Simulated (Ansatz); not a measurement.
Start from `FC[SiH2]CBr` and change one atom or group to get `FC[SiH2]O[SiH3]`.

Ansatz, PBE0-D4/def2-TZVP geometries, multiplicity 1. Each molecule was computed in one conformer, which needn't be the lowest.

Scalar relativity is left out up to krypton. Spin–orbit coupling is left out; it splits and shifts lone-pair levels of the heavy atoms by tenths of an eV.

```csv
property,`FC[SiH2]CBr`
HOMO energy (PBE0/def2-TZVPP) / eV,-7.88
HOMO–LUMO gap (B3LYP/def2-TZVPP) / eV,6.92
HOMO energy (B3LYP/def2-TZVPP) / eV,-7.64
LUMO energy (B3LYP/def2-TZVPP) / eV,-0.72
HOMO energy (ωB97M-V/def2-TZVPP) / eV,-10.11
size of the dipole moment (B3LYP/def2-TZVPP) / D,1.50
```

**Question.** What does the change do to each property? (Best estimate.)

**Answer.** The calculation gave: 
| property | `FC[SiH2]O[SiH3]` | shift |
| --- | --- | --- |
| HOMO energy (PBE0/def2-TZVPP) / eV | -8.38 | -0.50 |
| HOMO–LUMO gap (B3LYP/def2-TZVPP) / eV | 7.85 | 0.93 |
| HOMO energy (B3LYP/def2-TZVPP) / eV | -8.18 | -0.54 |
| LUMO energy (B3LYP/def2-TZVPP) / eV | -0.33 | 0.39 |
| HOMO energy (ωB97M-V/def2-TZVPP) / eV | -10.68 | -0.57 |
| size of the dipole moment (B3LYP/def2-TZVPP) / D | 1.30 | -0.20 |

With PBE0 the HOMO falls by 0.50 eV and the LUMO rises by 0.34 eV, so the gap widens by about 0.84 eV. PBE moves the HOMO by -0.29 eV and ωB97M-V by -0.57 eV. Dipoles are sizes alone; their direction can turn.

B3LYP here is the variant with VWN-RPA as its local correlation; programs differ in this.
